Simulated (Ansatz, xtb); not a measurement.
C3H6N2Si: which of two isomers lies lower

Structure a is `[SiH3]c1cn[nH]c1`, a singlet and structure b is `[SiH3]n1cccn1`, a singlet. Both are isolated molecules in the gas phase, relaxed with PBE0-D3(BJ)/def2-SVP.

Estimate which is lower in electronic energy at CCSD(T)/def2-SVP + ΔMP2/def2-TZVPP, and by roughly how much.

The CCSD(T)/def2-SVP + ΔMP2/def2-TZVPP calculation puts structure b lower, by 9.5 kcal/mol.

The same difference at several levels:

| level | geometry | E(b) − E(a) (kcal/mol) | departure from the last row (kcal/mol) | job, with rough time for the two |
| --- | --- | --- | --- | --- |
| GFN2-xTB | GFN2-xTB | −20.8 | −11.3 | optimisation, 0.12 s |
| HF/STO-3G | GFN2-xTB | −15.3 | −5.8 | single point, 0.32 s |
| r2SCAN-D4/def2-SVP | GFN2-xTB | −6.2 | +3.3 | single point, 2.6 s |
| PBE0-D3(BJ)/def2-SVP | PBE0-D3(BJ)/def2-SVP | −5.9 | +3.6 | optimisation, 23 s |
| HF/def2-SVP | PBE0-D3(BJ)/def2-SVP | −9.1 | +0.4 | part of the CCSD(T) run |
| MP2/def2-SVP | PBE0-D3(BJ)/def2-SVP | −8.4 | +1.1 | part of the CCSD(T) run |
| CCSD(T)/def2-SVP | PBE0-D3(BJ)/def2-SVP | −8.3 | +1.2 | single point |
| CCSD(T)/def2-SVP + ΔMP2/def2-TZVPP | PBE0-D3(BJ)/def2-SVP | −9.5 |  | single point, 23 s |

As drawn, b has 1 N–Si, 1 C–H in place of 1 C–Si, 1 N–H.

The levels shown agree on the order. The largest departure from CCSD(T)/def2-SVP + ΔMP2/def2-TZVPP is that of GFN2-xTB, 11.3 kcal/mol. A small imaginary or near-zero mode remains, so no thermal terms are given. The last row adds to CCSD(T) the change of the MP2 difference between the two basis sets, here −1.2 kcal/mol.

The correlated steps freeze 10 core orbitals. Codes used: Ansatz 0.2.0, xtb 6.7.1; the last row on 2 threads of Intel(R) Xeon(R) 6975P-C (Granite Rapids) on a shared host.
